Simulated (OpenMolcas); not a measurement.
# Ionisation energies of antimony

```
Program             : OpenMolcas
Basis               : ANO-RCC-VTZP [7s6p4d2f1g]
Scalar Hamiltonian  : DKH2, point nucleus
Spin-orbit coupling : state interaction with AMFI integrals over the reference wave functions, term energies averaged over their components
```

Active shells in each charge state: the valence s, p shells, with orbitals averaged over the low states. Where CASPT2's correlated closed shells are named, they are those of the first ion.

A. CASSCF
B. SS-CASPT2, IPEA 0.25 Eh, imaginary shift 0.1 Eh (closed shells correlated: 4d)
C. SS-CASPT2, IPEA 0 Eh, imaginary shift 0.1 Eh (closed shells correlated: 4d)
D. SS-CASPT2, IPEA 0.25 Eh, imaginary shift 0.1 Eh (closed shells correlated: 4s 4p 4d)
E. SS-CASPT2, IPEA 0.25 Eh, imaginary shift 0.1 Eh (closed shells correlated: none)

Energies in eV between the lowest computed levels, named as in B; reference values from the NIST Atomic Spectra Database with their kind.

```csv
From,To,A,B,C,D,E,Spin-orbit share in B,Reference
Sb+ 5s² 5p² ³P₀,Sb2+ 5s² 5p ²P°_1/2,15.809,16.573,16.676,16.584,16.287,+0.030,16.626 (measured)
Sb2+ 5s² 5p ²P°_1/2,Sb3+ 5s² ¹S₀,24.197,25.166,25.263,25.194,24.738,+0.496,25.323 (measured)
Sb3+ 5s² ¹S₀,Sb4+ 5s ²S_1/2,42.513,43.466,43.469,43.558,42.571,+0.000,43.804 (measured)
Sb4+ 5s ²S_1/2,Sb5+ 4d¹⁰ ¹S₀,53.365,54.777,54.821,54.907,53.365,+0.000,55.000 (semi-empirical)
```

Steps that some method lacks are left out, and so are those with a state whose active s or d shell is doubly occupied in every root (s and p with five to eight electrons, d10) over a frozen core shell of the same l, since the two then mix freely.

Error against the reference values, in %:

| From | Reference | A | B | C | D | E |
| --- | --- | --- | --- | --- | --- | --- |
| Sb+ | measured | -4.9 | -0.3 | +0.3 | -0.3 | -2.0 |
| Sb2+ | measured | -4.4 | -0.6 | -0.2 | -0.5 | -2.3 |
| Sb3+ | measured | -2.9 | -0.8 | -0.8 | -0.6 | -2.8 |
| Sb4+ | semi-empirical | -3.0 | -0.4 | -0.3 | -0.2 | -3.0 |

Mean absolute error over the 3 measured values: A 1.08 eV, B 0.18 eV, C 0.15 eV, D 0.14 eV, E 0.72 eV.

° marks odd parity.
